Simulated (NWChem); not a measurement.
Molecule: InN3H6; SMILES [NH2][In]([NH2])[NH2]

```xyz
10

In    -0.0028    -0.0103     0.0000
N      2.0371    -0.0320     0.0000
H      2.4832     0.3679    -0.8217
H      2.4832     0.3679     0.8217
N     -1.0084     0.0831    -1.7718
H     -0.5262    -0.3099    -2.5761
H     -1.9600    -0.2745    -1.7707
N     -1.0084     0.0831     1.7718
H     -1.9600    -0.2745     1.7707
H     -0.5262    -0.3099     2.5761
```
Atoms are numbered in this order, from 1.

Results from NWChem. All runs use the structure optimised with PBE0/def2-SVP. Not confirmed as a minimum by frequencies. def2 effective core potentials on In; no spin-orbit coupling.

For level TPSS/STO-3G (all-electron, non-relativistic):

| Item | Value |
|---|---|
| highest occupied level (eV) | -1.28 |
| orbital gap (eV) | 4.53 |

### Question
What are these values for level TPSS/def2-SVP (core potentials)?

### Answer
The highest occupied level (eV) is -5.06 and the orbital gap (eV) comes out as 3.99.
